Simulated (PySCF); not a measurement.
C8H11N.
Geometry (PBE0-D3(BJ)/def2-SVP, Å), atoms numbered from 1 in this order:
```
atom  x, y, z in Å
C1     3.291   -0.253   -0.614
C2     2.278    0.470    0.202
C3     0.989    0.116    0.317
C4    -0.004    0.832    1.119
C5     0.450    1.998    1.830
N6     0.830    2.935    2.396
C7    -1.310    0.494    1.249
C8    -2.014   -0.651    0.606
C9    -3.164   -0.194   -0.290
H10    3.725    0.411   -1.381
H11    4.133   -0.591    0.013
H12    2.863   -1.131   -1.120
H13    2.625    1.359    0.745
H14    0.631   -0.768   -0.218
H15   -1.930    1.139    1.880
H16   -2.419   -1.297    1.407
H17   -1.317   -1.278    0.033
H18   -2.794    0.419   -1.125
H19   -3.891    0.414    0.272
H20   -3.702   -1.057   -0.710
```

Computed with PySCF at wB97X-D/def2-SVPD, non-relativistic, on one gas-phase PBE0-D3(BJ)/def2-SVP geometry that isn't relaxed in the solvent. The solvent is an IEF-PCM continuum (van der Waals radii × 1.2), and excitations are vertical TDDFT with non-equilibrium linear response and a frozen core. The model holds no explicit solvent molecules, cavitation or dispersion.

Gas-phase singlets (H = HOMO, L = LUMO):

| state | E (eV) | λ (nm) | f | leading configurations |
| --- | --- | --- | --- | --- |
| S1 | 5.310 | 234 | 0.690 | H→L 97% |
| S2 | 6.463 | 192 | 0.111 | H→L+1 77%, H→L+2 12% |
| S3 | 6.630 | 187 | 0.000 | H-2→L 26%, H→L+5 18%, H→L+2 17% |
| S4 | 6.672 | 186 | 0.119 | H-1→L 85% |
| S5 | 6.761 | 183 | 0.002 | H-2→L 56%, H→L+2 15% |

Task: How does the list change in benzene (ε = 2.271)?

Result: 
```csv
state,E (eV),λ (nm),f,leading configurations,change by rank (eV)
S1,5.083,244,0.814,H→L 98%,-0.227
S2,6.347,195,0.177,H→L+1 94%,-0.116
S3,6.529,190,0.001,"H→L+3 43%, H→L+2 21%, H→L+5 18%",-0.101
S4,6.688,185,0.138,H-1→L 93%,+0.016
S5,6.878,180,0.003,"H-2→L 70%, H→L+2 12%",+0.117
```

Task: Give the list for chloroform (ε = 4.711), n² = 2.09.

Result: 
| state | E (eV) | λ (nm) | f | leading configurations | change by rank (eV) |
| --- | --- | --- | --- | --- | --- |
| S1 | 5.080 | 244 | 0.780 | H→L 98% | -0.230 |
| S2 | 6.317 | 196 | 0.200 | H→L+1 95% | -0.146 |
| S3 | 6.443 | 192 | 0.001 | H→L+3 53%, H→L+2 24%, H→L+5 9% | -0.187 |
| S4 | 6.729 | 184 | 0.146 | H-1→L 93% | +0.057 |
| S5 | 6.890 | 180 | 0.001 | H→L+2 56%, H→L+3 26% | +0.129 |

Task: The ground-state energy changes by -0.216 eV from gas to chloroform. By how much does the total energy of gas-phase S1 change?

Result: E(S1) = E(S0) + excitation energy, so it changes by -0.216 − 0.230 = -0.446 eV: it is lowered more than the ground state, which is what a red shift means. This is the vertical state, with the slow part of the continuum still set for S0.

Task: How do the frontier levels move from gas to chloroform?

Result: 
```tsv
orbital	gas (eV)	solvent (eV)	change (eV)	Löwdin shares, gas	Löwdin shares, solvent
LUMO+2	2.22	2.40	+0.18	C3 13 %, C1 10 %, C8 9 %, C9 8 %	C5 12 %, C3 10 %, C9 9 %, C1 9 %
LUMO+1	2.00	2.03	+0.03	C3 20 %, C2 15 %, N6 11 %, C5 9 %	C3 23 %, C2 19 %, N6 15 %, C5 12 %
LUMO	0.20	0.26	+0.06	C7 28 %, C4 17 %, C2 14 %, C3 7 %	C7 29 %, C4 17 %, C2 12 %, C5 8 %
HOMO	-8.59	-8.49	+0.10	C2 20 %, C7 20 %, C3 17 %, C4 16 %	C2 21 %, C7 19 %, C3 18 %, C4 16 %
HOMO-1	-10.64	-10.71	-0.07	N6 25 %, C3 18 %, C5 17 %, C4 12 %	N6 21 %, C3 19 %, C4 15 %, C5 14 %
HOMO-2	-11.41	-11.52	-0.11	N6 46 %, C5 34 %, C4 4 %	C8 20 %, C9 13 %, H17 12 %, H19 8 %
HOMO-3	-11.76	-11.62	+0.14	C8 16 %, H17 9 %, C3 9 %, C9 9 %	N6 36 %, C5 26 %, C7 6 %, C8 5 %
```

The HOMO–LUMO gap goes from 8.79 to 8.76 eV. Rows go by rank; for HOMO-3 and HOMO-2 the atom shares or the degeneracy differ between the runs, so the row needn't follow one orbital.

The run took 74 s on one thread of an Arm Neoverse V2, no GPU (shared host), and the process peaked at 1.3 GiB of memory. This is the whole response run at wB97X-D/def2-SVPD in chloroform, SCF included.

Note: wB97X-D ran without an empirical dispersion term, which enters the total energy and its gradient alone.
